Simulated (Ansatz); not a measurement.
Relaxation of AlClFH3O2 (8 atoms, charge 0, multiplicity 1), to a largest force component of 0.03 eV/Å in at most 50 steps.

Theory: Ansatz 0.2.0, UKS r2SCANh-D4/STO-3G.

```xyz
8
Properties=species:S:1:pos:R:3
Al -0.499 -0.432 -0.360
F 1.086 -0.981 -0.009
O -0.848 0.343 -1.830
O -1.799 -0.725 0.695
H 1.933 0.723 1.009
Cl 1.484 1.939 1.343
H 0.027 0.322 -2.342
H -1.383 -1.189 1.494
```

Problem. Where does it end, and by what steps?

Solution. It converged. Limits of this set-up: minimal basis. After 14 steps the energy has fallen by 2.225 eV; Cl6 moved furthest, 0.92 Å. Parted: H5–Cl6. Joined: Al1–Cl6, F2–H5.

| step | energy less start (eV) | largest force component (eV/Å) | accepted |
| --- | --- | --- | --- |
| 0 | 0.0000 | 1.811 | yes |
| 1 | -0.4072 | 1.323 | yes |
| 2 | -0.9145 | 1.558 | yes |
| 3 | -1.1700 | 1.486 | yes |
| 4 | -1.1768 | 2.577 | yes |
| 5 | -1.3613 | 1.970 | yes |
| 6 | -1.6736 | 0.836 | yes |
| 7 | -2.0493 | 0.828 | yes |
| 8 | -2.0578 | 1.650 | yes |
| 9 | -2.0774 | 1.476 | yes |
| 10 | -2.1124 | 1.078 | yes |
| 11 | -2.1422 | 1.316 | yes |
| 12 | -2.2226 | 0.145 | yes |
| 13 | -2.2251 | 0.042 | yes |
| 14 | -2.2253 | 0.014 | yes |

```xyz
8
Properties=species:S:1:pos:R:3
Al -0.366 -0.014 -0.141
F 1.257 -0.862 0.116
O -0.595 0.165 -1.810
O -1.535 -0.866 0.742
H 1.641 -0.037 0.590
Cl 0.754 1.569 0.912
H 0.130 0.799 -2.126
H -1.287 -0.754 1.718
```

Run time: 90 s on 1 CPU thread of a shared host.
